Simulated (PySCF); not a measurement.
Structure problem from calculated spectra and properties.

Formula: C7H7P.

| Quantity | Value |
| --- | --- |
| Polarisability | 114.3 au [PBE0/def2-SVPD] |
| 13C NMR | chemical shifts (computed TMS as zero) by class: 164.7 (2 C), 146.1 (1 C), 141.0 (1 C), 136.8 (2 C), 120.8 (1 C) ppm [GIAO PBE0/pcSseg-1] |
| UV, strongest line | among the 10 lowest singlet transitions: S8 at 6.33 eV (196 nm, f = 0.416) [TDDFT PBE0/def2-SVPD] |
| 1H NMR | chemical shifts (computed TMS as zero) by class: 8.95 (2 H), 8.05 (2 H), 6.69 (1 H), 6.40 (1 H), 5.70 (1 H) ppm [GIAO PBE0/pcSseg-1] |
| Rotational structure | rotational constants A, B, C: 4.663, 1.129, 0.909 GHz [PBE0-D3(BJ)/def2-SVP] |
| UV, first state | lowest singlet excitation: 4.34 eV (286 nm, f = 0.356) [TDDFT PBE0/def2-SVPD] |

Gas-phase values; electronic properties from PySCF, density fitting. Levels stand in brackets. One conformer (not necessarily the lowest) at the PBE0-D3(BJ)/def2-SVP geometry, without solvent, vibrations or thermal averaging. NMR values are class means; diastereotopic atoms form classes of their own.

Task: Propose a structure and show how it fits.

Result: Numbering: `[CH2:1]=[CH:2][c:3]1[cH:4][cH:5][p:6][cH:7][cH:8]1`. 7 carbons fall into 5 classes; from least to most shielded: aromatic CH carbon [C5/C7] (164.7 ppm, 2 C, up to 2.2 ppm apart in this geometry), alkene CH carbon [C2] (146.1 ppm), substituted aromatic carbon [C3] (141.0 ppm), aromatic CH carbon [C4/C8] (136.8 ppm, 2 C, up to 8.2 ppm apart in this geometry), terminal =CH2 carbon [C1] (120.8 ppm). Hydrogen classes from least to most shielded: 2 H on 2 aromatic CH carbons, C5/C7 (8.95 ppm), 2 H on 2 aromatic CH carbons, C4/C8 (8.05 ppm, a mean of values up to 0.8 ppm apart in this geometry), 1 H on an alkene CH carbon, C2 (6.69 ppm), 1 H on a terminal =CH2 carbon, C1 (6.40 ppm), 1 H on a terminal =CH2 carbon, C1 (5.70 ppm). S1 is mainly HOMO→LUMO (weight 0.81); the largest Löwdin shares of the orbital it empties are 0.22 on the phosphorus bonded to 2 C, 0.18 on the terminal =CH2 carbon, 0.13 on the substituted aromatic carbon and 0.11 on the alkene CH carbon, of the orbital it fills 0.27 on the phosphorus bonded to 2 C, 0.13 on the terminal =CH2 carbon, 0.13 on the substituted aromatic carbon and 0.12 on an aromatic CH carbon. The optimised geometry has point group Cs and is an asymmetric top. Structure: `C=Cc1ccpcc1`. The assignments are read from this structure; whether some other isomer fits the data as well wasn't checked.

Conformer computed: `[CH2:1]=[CH:2][c:3]1[cH:4][cH:5][p:6][cH:7][cH:8]1`: C1–C2–C3–C4 1°.
